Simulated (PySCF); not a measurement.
Chlorine: a sound run and one with changed settings

Sound run: Cl(2+) [Ne] 3s2 3p3, Cl(3+) [Ne] 3s2 3p2. All numbers are calculated (PySCF 2.14, the spin-free X2C one-electron Hamiltonian (Gaussian nucleus), in cc-pVDZ-DK (4s3p1d, 18 functions)). In the sound run the correlated levels freeze [Ne]. The sound run starts from symmetry-adapted Hartree-Fock orbitals and uses a fine grid where one is needed.

Changed run: all electrons correlated in a basis built for the valence shell.

| species | method | sound run (hartree) | changed run (hartree) | converged |
| --- | --- | --- | --- | --- |
| Cl(2+) | MP2 | -459.68725 | -459.69266 | yes |
| Cl(2+) | CCSD(T) | -459.70678 | -459.71182 | yes |
| Cl(3+) | MP2 | -458.24014 | -458.24587 | yes |
| Cl(3+) | CCSD(T) | -458.26280 | -458.26827 | yes |

Ionisation energy of Cl(2+):

```csv
method,sound run (eV),changed run (eV)
UHF,38.953,38.953
MP2,39.378,39.369
SCS-MP2,39.225,39.214
CCSD,39.291,39.280
CCSD(T),39.293,39.281
```

A valence basis has no tight correlating functions, so it recovers only part of the core correlation, and not evenly between atom and ion.

For comparison, NIST gives 39.8 ± 0.11 eV between the lowest levels.
